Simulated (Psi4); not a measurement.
Psi4 input (wB97X-D/6-31G*):

```
memory 1500 MB

molecule {
0 3
Al   -0.00000000   -0.00000000   -1.22411171
Cl    0.00000000    0.00000000    0.93608542
symmetry c1
no_reorient
no_com
}

set {
  basis 6-31G*
  reference uks
  scf_type pk
  dft_radial_points 99
  dft_spherical_points 590
  e_convergence 1e-8
  d_convergence 1e-7
  maxiter 150
}

e = energy('wb97x-d')
print_out(f'\nFINAL {e:.10f} DIPOLE {variable("CURRENT DIPOLE")[0]:.6f} {variable("CURRENT DIPOLE")[1]:.6f} {variable("CURRENT DIPOLE")[2]:.6f}\n')
```

Output:

```
   => Loading Basis Set <=

    Name: 6-31G*
    Role: ORBITAL
    Keyword: BASIS
    atoms 1 entry AL         line   244 file 6-31gs.gbs
    atoms 2 entry CL         line   340 file 6-31gs.gbs

   => WB97X-D: Empirical Dispersion <=

    Chai and Head-Gordon Dispersion Correction
    Chai, J.-D.; Head-Gordon, M. (2010), J. Chem. Phys., 132: 6615-6620

        s6 =       1.000000

         ---------------------------------------------------------
                                   SCF
               by Justin Turney, Rob Parrish, Andy Simmonett
                          and Daniel G. A. Smith
                              UKS Reference
         ---------------------------------------------------------

  ==> Geometry <==

    Molecular point group: c1
    Full point group: C_inf_v

    Geometry (in Angstrom), charge = 0, multiplicity = 3:

       Center              X                  Y                   Z               Mass
    ------------   -----------------  -----------------  -----------------  -----------------
         AL           0.000000000000     0.000000000000    -1.224111710000    26.981538530000
         CL           0.000000000000     0.000000000000     0.936085420000    34.968852682000

  Running in c1 symmetry.

  Rotational constants: A = ************  B =      0.23719  C =      0.23719 [cm^-1]
  Rotational constants: A = ************  B =   7110.78962  C =   7110.78962 [MHz]
  Nuclear repulsion =   54.137727494374552

  Charge       = 0
  Multiplicity = 3
  Electrons    = 30
  Nalpha       = 16
  Nbeta        = 14

  ==> Algorithm <==

  SCF Algorithm Type is PK.
  DIIS enabled.
  MOM disabled.
  Fractional occupation disabled.
  Guess Type is SAD.
  Energy threshold   = 1.00e-08
  Density threshold  = 1.00e-07
  Integral threshold = 1.00e-12

  ==> Primary Basis <==

  Basis Set: 6-31G*
    Blend: 6-31G*
    Number of shells: 16
    Number of basis functions: 38
    Number of Cartesian functions: 38
    Spherical Harmonics?: false
    Max angular momentum: 2

  ==> DFT Potential <==

   => LibXC <=

    Version 7.1.2
    S. Lehtola, C. Steigemann, M. J. T. Oliveira, and M. A. L. Marques,  SoftwareX 7, 1–5 (2018) (10.1016/j.softx.2017.11.002)

   => Composite Functional: WB97X-D <=

    wB97X-D Hyb-GGA Exchange-Correlation Functional

    J.-D. Chai and M. Head-Gordon,  Phys. Chem. Chem. Phys. 10, 6615–6620 (2008) (10.1039/B810189B)

    Deriv               =              1
    GGA                 =           TRUE
    Meta                =          FALSE

    Exchange Hybrid     =           TRUE
    MP2 Hybrid          =          FALSE

   => Exchange-Correlation Functionals <=

    1.0000   wB97X-D range-separated functional

   => Exact (HF) Exchange <=

    0.7780            HF,LR [omega = 0.2000]
    0.2220               HF

   => LibXC Density Thresholds  <==

    XC_HYB_GGA_XC_WB97X_D:  1.00E-14

   => Molecular Quadrature <=

    Radial Scheme          =       TREUTLER
    Pruning Scheme         =           NONE
    Nuclear Scheme         =       TREUTLER

    Blocking Scheme        =         OCTREE
    BS radius alpha        =              1
    Pruning alpha          =              1
    Radial Points          =             99
    Spherical Points       =            590
    Total Points           =         109509
    Total Blocks           =            948
    Max Points             =            256
    Max Functions          =             37
    Weights Tolerance      =       1.00E-15

  ==> Integral Setup <==

  Using in-core PK algorithm.
   Calculation information:
      Number of atoms:                   2
      Number of AO shells:              16
      Number of primitives:             54
      Number of atomic orbitals:        38
      Number of basis functions:        38

      Integral cutoff                 1.00e-12
      Number of threads:                 1

  Performing in-core PK
  Using 824733 doubles for integral storage.
  We computed 8901 shell quartets total.
  Whereas there are 9316 unique shell quartets.

  Computing range-separated integrals for PK
  We computed 8901 wK shell quartets total.
  Whereas there are 9316 wK unique shell quartets.

  ==> DiskJK: Disk-Based J/K Matrices <==

    J tasked:                  Yes
    K tasked:                  Yes
    wK tasked:                 Yes
    Omega:               2.000E-01
    Schwarz Cutoff:          1E-12


  Cached 100.0% of DFT collocation blocks in 0.101 [GiB].

  Minimum eigenvalue in the overlap matrix is 1.0668905386E-02.
  Reciprocal condition number of the overlap matrix is 2.3246366982E-03.
    Using symmetric orthogonalization.

  ==> Pre-Iterations <==

  SCF Guess: Superposition of Atomic Densities via on-the-fly atomic UHF (no occupation information).

   -------------------------
    Irrep   Nso     Nmo
   -------------------------
     A         38      38
   -------------------------
    Total      38      38
   -------------------------

  ==> Iterations <==

                        Total Energy        Delta E     RMS |[F,P]|

   @UKS iter SAD:  -702.14852841616357   -7.02149e+02   0.00000e+00
   @UKS iter   1:  -702.49748088626018   -3.48952e-01   5.42109e-03 DIIS/ADIIS
   @UKS iter   2:  -702.51366877184557   -1.61879e-02   4.14867e-03 DIIS/ADIIS
   @UKS iter   3:  -702.52781663825431   -1.41479e-02   2.87153e-04 DIIS/ADIIS
   @UKS iter   4:  -702.52798203499322   -1.65397e-04   1.05353e-04 DIIS/ADIIS
   @UKS iter   5:  -702.52800213100818   -2.00960e-05   2.92082e-05 DIIS
   @UKS iter   6:  -702.52800429423939   -2.16323e-06   6.10281e-06 DIIS
   @UKS iter   7:  -702.52800445377807   -1.59539e-07   1.64849e-06 DIIS
   @UKS iter   8:  -702.52800446516676   -1.13887e-08   4.82278e-07 DIIS
   @UKS iter   9:  -702.52800446624656   -1.07980e-09   1.03436e-07 DIIS
   @UKS iter  10:  -702.52800446629885   -5.22959e-11   3.36262e-08 DIIS
  Energy and wave function converged.

  ==> Post-Iterations <==

   Electrons on quadrature grid:
      Nalpha   =   15.9999998775 ; deviation = -1.225e-07
      Nbeta    =   13.9999998824 ; deviation = -1.176e-07
      Ntotal   =   29.9999997599 ; deviation = -2.401e-07

   @Spin Contamination Metric:   1.695863033E-03
   @S^2 Expected:                2.000000000E+00
   @S^2 Observed:                2.001695863E+00
   @S   Expected:                1.000000000E+00
   @S   Observed:                1.000000000E+00

    Orbital Energies [Eh]
    ---------------------

    Alpha Occupied:

       1A   -101.703752     2A    -56.263475     3A     -9.575826
       4A     -7.322652     5A     -7.316429     6A     -7.315782
       7A     -4.317323     8A     -2.858615     9A     -2.855284
      10A     -2.854381    11A     -0.906508    12A     -0.510119
      13A     -0.414766    14A     -0.412755    15A     -0.377681
      16A     -0.218298

    Alpha Virtual:

      17A     -0.023625    18A      0.057594    19A      0.167735
      20A      0.224719    21A      0.230827    22A      0.255456
      23A      0.452574    24A      0.463677    25A      0.469370
      26A      0.488572    27A      0.498042    28A      0.585787
      29A      0.589651    30A      0.623897    31A      0.693003
      32A      0.966230    33A      0.966280    34A      1.025436
      35A      1.026466    36A      1.298137    37A      2.113047
      38A      4.338580

    Beta Occupied:

       1A   -101.702338     2A    -56.258099     3A     -9.574245
       4A     -7.318879     5A     -7.315562     6A     -7.313592
       7A     -4.310935     8A     -2.854568     9A     -2.849605
      10A     -2.843243    11A     -0.896588    12A     -0.474572
      13A     -0.410023    14A     -0.403192

    Beta Virtual:

      15A     -0.106735    16A      0.007957    17A      0.023086
      18A      0.098638    19A      0.210952    20A      0.271778
      21A      0.295188    22A      0.306636    23A      0.473309
      24A      0.508033    25A      0.522669    26A      0.564308
      27A      0.565941    28A      0.600150    29A      0.609847
      30A      0.637362    31A      0.728452    32A      0.970836
      33A      0.970851    34A      1.038073    35A      1.045268
      36A      1.312225    37A      2.147818    38A      4.346148

    Final Occupation by Irrep:
              A
    DOCC [    14 ]
    SOCC [     2 ]
    NA   [    16 ]
    NB   [    14 ]

  @UKS Final Energy:  -702.52800446629885

   => Energetics <=

    Nuclear Repulsion Energy =             54.1377274943745519
    One-Electron Energy =               -1080.0646784546615891
    Two-Electron Energy =                 357.5639818711111388
    DFT Exchange-Correlation Energy =     -34.1650044158449546
    Empirical Dispersion Energy =          -0.0000309612781217
    VV10 Nonlocal Energy =                  0.0000000000000000
    Total Energy =                       -702.5280044662989667

  UHF NO Occupations:
  HONO-2 :   14  A 1.9995145
  HONO-1 :   15  A 1.0000000
  HONO-0 :   16  A 1.0000000
  LUNO+0 :   17  A 0.0004855
  LUNO+1 :   18  A 0.0002142
  LUNO+2 :   19  A 0.0001271
  LUNO+3 :   20  A 0.0000146

Computation Completed

Properties will be evaluated at   0.000000,   0.000000,   0.000000 [a0]

Properties computed using the SCF density matrix

 Multipole Moments:

 ------------------------------------------------------------------------------------
     Multipole            Electronic (a.u.)      Nuclear  (a.u.)        Total (a.u.)
 ------------------------------------------------------------------------------------

 L = 1.  Multiply by 2.5417464519 to convert [e a0] to [Debye]
 Dipole X            :         -0.0000000            0.0000000           -0.0000000
 Dipole Y            :         -0.0000000            0.0000000           -0.0000000
 Dipole Z            :         -0.9875189           -0.0000002           -0.9875191
 Magnitude           :                                                    0.9875191

 ------------------------------------------------------------------------------------

FINAL -702.5280044663 DIPOLE -0.000000 -0.000000 -0.987519

*** Psi4 exiting successfully. Buy a developer a beer!
```
